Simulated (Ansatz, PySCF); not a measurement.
Molecule: CH4BO, charge 0, multiplicity 2. It need not be the lowest isomer of its formula. 
Coordinates optimised at B3LYP-D3(BJ)/def2-TZVP (Ansatz, an electronic-structure program):
SMILES: BO[CH2]
```xyz
7

B      1.2306     0.0706    -0.2622
O      0.0686    -0.2969     0.3394
C     -1.1524     0.1586    -0.0189
H      2.2268    -0.4166     0.1661
H      1.2045     0.8466    -1.1714
H     -1.9842    -0.2216     0.5496
H     -1.2344     0.8625    -0.8352
```
Charge 0, spin multiplicity 2.

Total electronic energies in hartree. Cores are frozen in the correlated levels unless marked. Open shells are spin-unrestricted. Spin-orbit coupling is left out. Non-relativistic. CBS(X,Y): correlation extrapolated as X^-3; Hartree-Fock from the larger set. [CCSD(T)-MP2]/basis is that difference in the basis named.

```
level                                                                 program  energy (Eh)
-------------------------------------------------------------  --------------  -----------
HF/6-31G*                                                              Ansatz   -139.71610
HF-D4/def2-TZVPD                                                PySCF + dftd4   -139.78765
RI-HF/cc-pVTZ                                                          Ansatz   -139.77158
RI-HF/cc-pVQZ                                                          Ansatz   -139.78192
BLYP-D4/def2-TZVPD                                             Ansatz + dftd4   -140.55822
BLYP/def2-TZVPD                                                         PySCF   -140.55189
TPSS/def2-TZVPD                                                         PySCF   -140.62616
TPSS-D3(BJ)/def2-TZVPD                                          PySCF + dftd3   -140.62989
PBE0/def2-TZVP                                                         Ansatz   -140.42554
PBE0/def2-TZVPD                                                        Ansatz   -140.42616
TPSSh-D4/def2-TZVPD                                             PySCF + dftd4   -140.61397
r2SCAN0-D4/def2-TZVPD                                          Ansatz + dftd4   -140.50129
PW6B95/def2-TZVPD                                                       PySCF   -140.76621
M06-2X/def2-TZVPD                                                       PySCF   -140.53392
HSE06-D4/def2-TZVPD                                            Ansatz + dftd4   -140.42042
HSE06/def2-TZVPD                                                       Ansatz   -140.41833
B2GP-PLYP-D3(BJ)/def2-TZVPD                                    Ansatz + dftd3   -140.45245
PBE-QIDH/def2-TZVPD                                                    Ansatz   -140.40079
RI-MP2/cc-pVTZ                                                         Ansatz   -140.25501
CCSD/cc-pVDZ                                                           Ansatz   -140.14675
CCSD/aug-cc-pVTZ                                                       Ansatz   -140.29294
CCSD(T)/cc-pVTZ                                                        Ansatz   -140.30267
RI-MP2/CBS(aug-cc-pVTZ,aug-cc-pVQZ)+[CCSD(T)-MP2]/aug-cc-pVTZ          Ansatz    -140.3746
```

Totals of different functionals don't rank their quality; only differences between species are comparable.
